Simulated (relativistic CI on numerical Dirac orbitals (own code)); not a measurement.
How well does a small relativistic CI reproduce V?

Method of calculation: Dirac-Coulomb-Breit CI, KLI orbitals optimised for each configuration, a model potential for QED, valence Slater integrals scaled by 0.85, P86 correlation energy added to each configuration (own radial code, finite nucleus).

Configuration list (outside the closed core [Ar]): 3d3.4s2, 3d4.4s, 3d4.4p, 3d3.4s.4p, 3d5, 3d3.4s.4d, 3d4.4d, 3d3.4s.5s, 3d2.4s2.4p, 3d4.5s, 3d3.4s.6s, 3d3.4s.5p, 3d3.4s.4f, 3d3.4s.6p, 3d4.5p, 3d3.4p2, 3d2.4p3. Double excitations out of closed p, d and f shells are left out; levels of such configurations are missing from the list, as are those of other unlisted configurations, and high levels can miss mixing partners.

```tsv
Configuration	Term (tabulated)	J	Measured (cm⁻¹)	Computed	Error	Purity (%)
3d3.4s2	a 4F	3/2	0.0	0	0	93
3d3.4s2	a 4F	5/2	137.4	132	-6	93
3d3.4s2	a 4F	7/2	323.5	311	-13	93
3d3.4s2	a 4F	9/2	553.0	533	-20	93
3d4.4s	a 6D	1/2	2112.3	4555	2443	98
3d4.4s	a 6D	3/2	2153.2	4590	2437	98
3d4.4s	a 6D	5/2	2220.1	4647	2427	98
3d4.4s	a 6D	7/2	2311.4	4725	2414	98
3d4.4s	a 6D	9/2	2424.8	4823	2398	98
3d4.4s	a 4D	1/2	8413.0	11717	3304	90
3d4.4s	a 4D	3/2	8476.2	11775	3298	90
3d4.4s	a 4D	5/2	8578.5	11868	3289	90
3d4.4s	a 4D	7/2	8715.8	11994	3278	90
3d3.4s2	a 4P	1/2	9544.6	10504	959	86
3d3.4s2	a 4P	3/2	9637.0	10585	948	86
3d3.4s2	a 4P	5/2	9824.6	10754	930	86
3d4.4p	z 6P°	3/2	24648.1	28382	3734	66
3d4.4p	z 6P°	5/2	24727.9	28466	3738	65
3d4.4p	z 4P°	1/2	24770.7	25830	1059	80
3d4.4p	y 6F°	1/2	24789.4	25559	769	97
3d4.4p	y 6F°	3/2	24830.2	25595	765	97
3d4.4p	z 6P°	7/2	24838.5	28578	3740	67
3d4.4p	y 6F°	5/2	24898.8	25655	757	97
3d4.4p	z 4P°	3/2	24915.1	25957	1041	80
3d4.4p	y 6F°	7/2	24992.9	25737	745	97
3d4.4p	y 6F°	9/2	25111.5	25841	729	98
3d4.4p	z 4P°	5/2	25131.0	26154	1023	81
3d4.4p	y 6F°	11/2	25253.4	25963	710	98
3d4.4p	y 4F°	3/2	25930.5	26712	781	56
3d4.4p	y 4F°	5/2	26004.2	26791	786	55
3d4.4p	y 6D°	1/2	26397.5	27779	1381	87
3d4.4p	y 6D°	3/2	26437.6	27814	1376	87
3d4.4p	y 6D°	5/2	26505.9	27871	1366	81
3d4.4p	y 6D°	7/2	26604.8	27957	1353	86
3d4.4p	y 6D°	9/2	26738.3	28067	1329	86
3d3.4s.4p	y 6P°	3/2	29202.8	23834	-5369	67
3d3.4s.4p	y 6P°	5/2	29296.4	23919	-5377	66
3d3.4s.4p	y 6P°	7/2	29418.1	24034	-5384	66
3d3.4s.4p	x 4F°	3/2	31200.2	28629	-2571	89
3d3.4s.4p	x 4F°	5/2	31229.0	28661	-2568	88
3d3.4s.4p	x 4F°	7/2	31268.1	28706	-2562	86
3d3.4s.4p	x 4F°	9/2	31317.4	28769	-2548	85
```

Measured levels from NIST Handbook of Basic Atomic Spectroscopic Data (Sansonetti and Martin, J. Phys. Chem. Ref. Data 34, 1559 (2005)); pairs were made by configuration, J and term (by order where the table uses no LS term), so strongly mixed levels may be paired wrongly.

Mean error by configuration (cm⁻¹): 3d3.4s2 466; 3d4.4s 2810; 3d4.4p 1431; 3d3.4s.4p -3769. Over the excited levels the mean absolute error is 1993 cm⁻¹ (41 of the 51 excited levels that our extract of the source holds in range could be paired, and the others can miss by more), and the median relative error of those above 1,000 cm⁻¹ is 8.2 %.

Transition probabilities of persistent lines. The last column rescales the computed rate by the cube of measured over computed energy:

| λ measured (Å) | Lower | Upper | A tabulated (s⁻¹) | A computed | A rescaled |
| --- | --- | --- | --- | --- | --- |
| 4111.78 air | 3d4.4s a 6D_9/2 | 3d4.4p y 6D°_9/2 | 1.01e+08 | 1.11e+08 | 1.27e+08 |
| 4115.18 air | 3d4.4s a 6D_7/2 | 3d4.4p y 6D°_7/2 | 5.80e+07 | 6.45e+07 | 7.38e+07 |
| 4128.06 air | 3d4.4s a 6D_5/2 | 3d4.4p y 6D°_3/2 | 7.70e+07 | 7.72e+07 | 8.82e+07 |
| 4131.99 air | 3d4.4s a 6D_7/2 | 3d4.4p y 6D°_5/2 | 5.50e+07 | 4.82e+07 | 5.50e+07 |
| 4379.23 air | 3d4.4s a 6D_9/2 | 3d4.4p y 6F°_11/2 | 1.10e+08 | 9.88e+07 | 1.24e+08 |
| 4384.71 air | 3d4.4s a 6D_7/2 | 3d4.4p y 6F°_9/2 | 1.10e+08 | 8.08e+07 | 1.02e+08 |
| 4389.98 air | 3d4.4s a 6D_5/2 | 3d4.4p y 6F°_7/2 | 6.90e+07 | 6.38e+07 | 8.03e+07 |
| 4395.22 air | 3d4.4s a 6D_3/2 | 3d4.4p y 6F°_5/2 | 5.50e+07 | 4.75e+07 | 5.98e+07 |
| 4408.19 air | 3d4.4s a 6D_5/2 | 3d4.4p y 6F°_5/2 | 6.00e+07 | 4.44e+07 | 5.58e+07 |
| 6090.21 air | 3d4.4s a 4D_7/2 | 3d4.4p z 4P°_5/2 | 2.60e+07 | 1.61e+07 | 2.51e+07 |
